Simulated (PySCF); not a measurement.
Computed IR spectrum (relative IR intensity) of a molecule C4H7O, multiplicity 2. Geometry: PBE0-D3(BJ)/def2-SVP. The values are those of a single conformer. The numbers are results of PBE0-D3(BJ)/def2-SVP run with PySCF, not measurements. Harmonic, unscaled wavenumbers; measured fundamentals usually lie a few per cent lower.

Lines under 2 % of the strongest are left out, and lines within 2 cm⁻¹ are merged.

```csv
ν (cm⁻¹),relative intensity
252,8.8
410,6.8
498,3.1
598,12
711,20
791,9.8
810,35
1031,6.4
1111,3.8
1213,77
1374,18
1398,19
1431,14
1452,51
1461,12
1470,28
1681,100
3048,20
3070,23
3091,11
3168,39
```

### Question
Which structure fits?
A. [CH]1CCCO1
B. [CH2]CC(C)=O
C. [CH2]C(=O)CC
D. C[CH]C(C)=O

### Answer
C, [CH2]C(=O)CC
